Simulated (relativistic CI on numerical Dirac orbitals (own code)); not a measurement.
Hyperfine structure of Lu LXIII, mass number 175

Method of calculation: Dirac-Coulomb-Breit CI, KLI orbitals optimised for each configuration, QED by a radiative potential, unscaled Slater integrals (own radial code, finite nucleus).

Configuration list (outside the closed core 1s2): 2s²2p⁵, 2s2p⁶, 2p⁶3s, 2p⁶3p, 2s²2p⁴3s, 2p⁶3d, 2s²2p⁴3p, 2s²2p⁴3d, 2s2p⁵3s, 2s2p⁵3p, 2s2p⁵3d, 2s²2p⁴4s, 2s²2p⁴4p, 2s²2p⁴4d, 2s²2p⁴4f, 2s²2p³3s². Levels of other configurations are missing.

Nuclear spin I = 7/2, μ = 2.2257 μN, Q = 3.49 b (tables of Stone and Pyykkö). The electronic factors are computed for point nuclear moments, without core polarisation or the Bohr-Weisskopf and QED corrections.

| Level | E (10³ cm⁻¹) | A (GHz) | B (GHz) |
| --- | --- | --- | --- |
| 2s²2p⁵ ²P°3/2 | 0.0 | 455.9 | -4870 |
| 2s²2p⁵ ²P°1/2 | 9269.5 | 3869 |  |
| 2s2p⁶ ²S1/2 | 12900.1 | 12110 |  |
| 2s²2p⁴3s ⁴P5/2 | 62564.9 | 1037 | 326 |
| 2s²2p⁴3s ²P3/2 | 62649.6 | -127.8 | 126 |
| 2s²2p⁴3s ²S1/2 | 63058.7 | 3367 |  |
| 2s²2p⁴3p ²P°1/2 | 64064.6 | 1100 |  |
| 2s²2p⁴3p ²D°5/2 | 66189.3 | 333.8 | -88.8 |

Levels with J = 0, under 50 % of one LS term, or S terms without an open s electron are left out. Small factors come from cancelling terms and can be off by tens of per cent or more.

At this charge energies of transitions that change n are usually good to better than 1 %, and those within a shell (Δn = 0) to a few per cent.

Give the hyperfine levels of 2s²2p⁵ ²P°1/2 relative to its centre of gravity.

With K = F(F + 1) − I(I + 1) − J(J + 1), E = AK/2: F = 3: -8704, F = 4: 6770 GHz.

LS names give the leading component of a level, which can be under half, so a name can repeat, a term be missing and a line seem to break the LS rules.
